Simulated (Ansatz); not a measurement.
Geometry optimisation, RKS B3LYP-D4/STO-3G in Ansatz.

Input:

```yaml
crystal:
  periodic: [false, false, false]
  atoms:
    - { symbol: B, position_ang: [-0.6223, 1.7221, 0.8667] }
    - { symbol: "N", position_ang: [-0.4674, 0.2516, 0.8922] }
    - { symbol: C, position_ang: [0.5127, -0.1078, -0.1127] }
    - { symbol: C, position_ang: [0.6885, -1.6087, -0.3142] }
    - { symbol: Al, position_ang: [-0.1976, -0.684, -1.8788] }
    - { symbol: H, position_ang: [-0.4275, 2.443, 1.8034] }
    - { symbol: H, position_ang: [-1.0807, 2.2836, -0.1116] }
    - { symbol: H, position_ang: [-0.0351, 0.0415, 1.8291] }
    - { symbol: H, position_ang: [0.36708, 1.10461, 0.77328] }
    - { symbol: H, position_ang: [-0.0812, -2.2183, 0.3348] }
    - { symbol: H, position_ang: [1.6321, -2.0049, -0.4527] }
    - { symbol: H, position_ang: [-1.3925, -0.5611, -2.878] }
basis:
  gaussian: { orbitals: STO-3G }
hamiltonian:
  xc: b3lyp
  dispersion: d4
relax:
  f_tol: 0.02
  max_steps: 50
output:
  orbitals: {}
```

Launched with:

```bash
$ ansatz run input.yaml --threads 1 --pin off --max-ram 2048MiB --backend cpu --events-out ev --progress --plain --runs-dir out
```

Task: Where does it end, and by what steps?

Result: It converged. Limits of this set-up: minimal basis. After 20 steps the energy has fallen by 8.924 eV; H9 moved furthest, 1.58 Å. Parted: N2–H9.

```csv
step,energy less start (eV),largest force component (eV/Å),accepted
0,0.0000,6.882,yes
1,-3.1311,5.633,yes
2,-4.5143,8.122,yes
3,-6.2418,4.345,yes
4,-7.4759,3.132,yes
5,-8.1991,1.669,yes
6,-8.5723,0.841,yes
7,-8.7601,0.568,yes
8,-8.8199,0.467,yes
9,-8.8659,0.475,yes
10,-8.8775,0.428,yes
11,-8.9047,0.233,yes
12,-8.9016,0.419,no
13,-8.9143,0.177,yes
14,-8.9203,0.171,yes
15,-8.9130,0.334,no
16,-8.9230,0.098,yes
17,-8.9236,0.062,yes
18,-8.9241,0.028,yes
19,-8.9240,0.030,no
20,-8.9242,0.008,yes
```

```xyz
12
Properties=species:S:1:pos:R:3
B -0.357 1.976 0.974
N 0.106 0.456 0.836
C 0.082 -0.306 -0.237
C 0.324 -1.843 -0.401
Al -0.536 -0.981 -1.842
H -1.215 1.959 1.784
H -0.717 2.319 -0.089
H 0.462 -0.018 1.721
H 0.591 2.555 1.371
H -0.085 -2.486 0.393
H 1.387 -2.092 -0.558
H -1.146 -0.879 -3.201
```

Run time: 62 s on 1 thread of Arm Neoverse V1, on a shared host, peak memory 0.14 GiB.
